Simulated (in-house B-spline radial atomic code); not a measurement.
Ionising Ge³⁺ with different functionals

Computed with an all-electron radial atomic-structure program (B-spline basis): four-component Dirac-Coulomb Hamiltonian, Fermi nucleus of rms radius 4.0742 fm, spin-restricted, spherical fractional occupations for the functionals, and exact exchange of hybrids averaged over the configuration. The ionisation energy is the difference of two self-consistent energies, [Ar] 3d10 4s1 → [Ar] 3d10, without Breit or QED terms; ε is the level of the shell that loses the electron (mean over j).

| method | rung | ΔSCF (eV) | -ε(4s) (eV) |
| --- | --- | --- | --- |
| B97-1 | global hybrid | 46.01 | 41.46 |
| wB97X | range-separated hybrid | 45.43 | 44.42 |
| LC-wPBE | range-separated hybrid | 46.03 | 44.60 |
| CAM-B3LYP | range-separated hybrid | 46.58 | 43.60 |

Task: Among the functionals, which spreads more, the ΔSCF values or the orbital energies?

Result: The orbital energies: ΔSCF values span about 1.15 eV and the orbital energies 3.14 eV.

Task: How do they compare with the NIST value?

Result: NIST lists 45.715 eV ± 0.0012 (measured, ground level to ground level). Errors run from -0.28 to +0.87 eV; wB97X is closest (-0.28 eV), but part of that can be cancellation, since the calculations leave out Breit-QED terms, spin polarisation.
